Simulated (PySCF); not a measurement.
# Cobalt: a sound run and one with changed settings

Sound run: Co²⁺ [Ar] 3d7, Co³⁺ [Ar] 3d6. Computed with PySCF 2.14 in cc-pVTZ-DK, with the spin-free X2C one-electron Hamiltonian (Gaussian nucleus). The sound run starts from symmetry-adapted Hartree-Fock orbitals and uses a fine grid where one is needed.

A second run was set up differently.

| species | method | sound run (hartree) | changed run (hartree) | converged |
| --- | --- | --- | --- | --- |
| Co²⁺ | UHF | -1391.05544 | -1391.05544 | yes |
| Co²⁺ | MN15 | -1393.14286 | -1393.50984 | yes |
| Co²⁺ | M06-2X | -1392.33399 | -1393.56788 | yes |
| Co³⁺ | UHF | -1389.90890 | -1389.90890 | yes |
| Co³⁺ | MN15 | -1391.91572 | -1391.98950 | yes |
| Co³⁺ | M06-2X | -1391.11057 | -1391.45984 | yes |

Ionisation energy of Co²⁺:

| method | sound run (eV) | changed run (eV) |
| --- | --- | --- |
| UHF | 31.199 | 31.199 |
| MN15 | 33.392 | 41.371 |
| M06-2X | 33.291 | 57.363 |

(1) What was changed?
A. basis contracted for another Hamiltonian
B. angular grid far too coarse
C. a valence shell is frozen
D. too few SCF iterations

Answers

(1) B. It used 6 angular points. A coarse angular grid integrates products of high-l functions wrongly, so density functionals can shift, and the SCF can exploit the error; Hartree-Fock and MP2 need no grid.
